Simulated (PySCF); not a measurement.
C7H8N (doublet state).
Numbering: `[N:1]#[C:2][C@@H:3]1[CH2:4][CH:5][CH:6]=[CH:7][CH2:8]1` (hydrogens: H9 on C3; H10, H11 on C4; H12 on C5; H13 on C6; H14 on C7; H15, H16 on C8)

Geometry (GFN2-xTB, Å), atoms numbered from 1 in this order:
```xyz
16
C7H8N angstrom
N     -3.399    0.139    0.743
C     -2.326    0.228    0.357
C     -0.967    0.322   -0.109
C     -0.478   -1.044   -0.623
C      0.955   -0.958   -1.018
C      1.797   -0.041   -0.432
C      1.373    0.824    0.551
C     -0.042    0.821    1.015
H     -0.939    1.042   -0.937
H     -0.602   -1.790    0.174
H     -1.093   -1.372   -1.465
H      1.319   -1.646   -1.763
H      2.831   -0.005   -0.746
H      2.058    1.510    1.020
H     -0.149    0.158    1.884
H     -0.345    1.821    1.338
```

The hyperfine couplings belong to this conformer and change with its torsions.

Computed with PySCF, UKS B3LYP, pcH-1 on C H N, non-relativistic, mean-field spin-orbit, GIAO. Geometry: GFN2-xTB, one conformer, isolated molecule. A GFN2-xTB geometry isn't a minimum of the functional, and hyperfine couplings can be far from their values at a DFT geometry. Stability of the SCF solution: not tested. ⟨S²⟩ is 0.775 where a pure state has 0.75.

Q: The isotropic 13C couplings, averaged over equivalent nuclei, are +55.8, -46.3, -20.4, +6.3, -2.7 MHz. Assign them to C2; C3; C4/C8; C5/C7; C6.

A: 
```csv
site,a_iso (MHz),ρ(0) (bohr⁻³),position,distance from C5 (Å),spin population,largest |T| (MHz)
C2,-2.7,-0.0024,3 bonds from C5,3.75,0.00,0.8
C3,+6.3,+0.0056,2 bonds from C5,2.48,+0.02,3.4
C4/C8,-20.4,-0.0182,1 bond from C5,2.18,-0.05,1.2
C5/C7,+55.8,+0.0496,largest spin population,1.21,+0.66,101.2
C6,-46.3,-0.0412,1 bond from C7,1.38,-0.26,27.9
```

Q: Match the computed a_iso(1H) values +81.8, -41.7, +22.6, +11.3, -2.7 MHz (means over equivalent nuclei) with the sites H9; H10/H15; H11/H16; H12/H14; H13.

A: 
```json
{"site": "H9", "a_iso (MHz)": "-2.7", "ρ(0) (bohr⁻³)": "-0.0006", "position": "3 bonds from C5", "distance from C5 (Å)": "2.76", "bound to": "C3", "spin population there": "+0.02", "largest |T| (MHz)": "3.6"}
{"site": "H10/H15", "a_iso (MHz)": "+81.8", "ρ(0) (bohr⁻³)": "+0.0183", "position": "2 bonds from C5", "distance from C5 (Å)": "2.71", "bound to": "C4/C8", "spin population there": "-0.05", "largest |T| (MHz)": "5.5"}
{"site": "H11/H16", "a_iso (MHz)": "+22.6", "ρ(0) (bohr⁻³)": "+0.0051", "position": "2 bonds from C5", "distance from C5 (Å)": "3.00", "bound to": "C4/C8", "spin population there": "-0.05", "largest |T| (MHz)": "5.8"}
{"site": "H12/H14", "a_iso (MHz)": "-41.7", "ρ(0) (bohr⁻³)": "-0.0093", "position": "1 bond from C5", "distance from C5 (Å)": "2.23", "bound to": "C5/C7", "spin population there": "+0.66", "largest |T| (MHz)": "25.2"}
{"site": "H13", "a_iso (MHz)": "+11.3", "ρ(0) (bohr⁻³)": "+0.0025", "position": "2 bonds from C7, on C6 of spin population -0.26", "distance from C5 (Å)": "2.12", "bound to": "C6", "spin population there": "-0.26", "largest |T| (MHz)": "6.2"}
```

ρ(0) is the spin density at the nucleus and T the dipolar tensor; entries for several nuclei are means. The Mulliken spin populations are largest on C5 (+0.66), C7 (+0.66) and C6 (-0.26). The positive populations add up to 1.42 and the negative ones to -0.42, together 2S = 1. The angles at C5 add up to 360.0°, so it is planar; its axial dipolar tensor and the negative coupling of its proton fit spin in a p orbital normal to that plane. Main spin sites, with 60 % or more of the largest population: C5, C7; positions count bonds from the nearest.

Nuclei that the bonding pattern makes equivalent are averaged, as if the motion that swaps them (rotation, inversion, ring flip) were fast.
